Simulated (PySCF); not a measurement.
Level sweep

Compound: C4H13BS.
SMILES: `C[BH2-][S@@+](C)CC`

PySCF, dipoles from the SCF density, polarisabilities from static response with core orbitals frozen. Geometry: PBE0-D3(BJ)/def2-SVP, one conformer, isolated molecule.

The anisotropy is √(½[(α1 − α2)² + (α2 − α3)² + (α3 − α1)²]).

```tsv
level	μ (D)	α (au)	anisotropy (au)
LDA/def2-SVPD	4.478	97.22	31.96
PBE/def2-SVPD	4.520	95.33	31.22
B3LYP/def2-SVPD	4.604	92.34	28.59
PBE0/def2-SVPD	4.615	91.57	28.69
BHandHLYP/def2-SVPD	4.687	88.92	26.32
CAM-B3LYP/def2-SVPD	4.653	90.72	27.04
wB97X-D/def2-SVPD	4.668	90.71	27.10
LC-wPBE/def2-SVPD	4.698	88.23	26.05
HF/def2-SVPD	4.814	85.57	23.47
PBE0/6-31G*	4.623	76.80	25.65
PBE0/6-31+G*	4.705	85.09	25.46
PBE0/def2-SVP	4.700	79.26	27.22
PBE0/aug-cc-pVDZ	4.603	93.33	29.39
PBE0/def2-TZVP	4.594	89.20	29.55
```

The dipole runs from 4.48 D (LDA/def2-SVPD) to 4.81 D (HF/def2-SVPD). No reference polarisability is at hand; against PBE0 in the largest diffuse basis at hand (aug-cc-pVDZ) the other PBE0 rows deviate by 6-31G* -18%, 6-31+G* -9%, def2-SVP -15%, def2-SVPD -2%, def2-TZVP -4%. In one basis (def2-SVPD) the functionals order the polarisability from HF (lowest) to LDA (highest), a spread of 14%. With PBE0 the polarisability is 81.75 au without diffuse functions (mean of 6-31G*, def2-SVP and def2-TZVP) and 90.00 au with them (mean of 6-31+G*, def2-SVPD and aug-cc-pVDZ).
